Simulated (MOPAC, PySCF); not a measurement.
Isomers of CH2OS2. All species are isolated molecules in the gas phase. One relaxed conformer stands for each flexible species; it need not be the lowest. Strings in code marks are SMILES.

Quantity: vertical ionisation energy (energy after one electron is removed minus that of the parent at the parent's geometry), in eV.

Level 1: B3LYP/6-31G* // B3LYP-D3(BJ)/def2-TZVP (PySCF)
Level 2: minus the HOMO energy of AM1 // B3LYP-D3(BJ)/def2-TZVP (MOPAC)
Level 3: minus the HOMO energy of HF/6-31G* // B3LYP-D3(BJ)/def2-TZVP (PySCF)
Level 4: minus the HOMO energy of ωB97X-D3(BJ)/def2-TZVP // B3LYP-D3(BJ)/def2-TZVP (PySCF)

| species | level 2 | level 3 | level 4 |
|---|---|---|---|
| `O=C(S)S` (S–C–S–H torsion 0°, S–C–S–H torsion 180°) | 9.93 | 10.91 | 10.42 |

What does level 1 give for each?


- `O=C(S)S` (S–C–S–H torsion 0°, S–C–S–H torsion 180°): 10.04
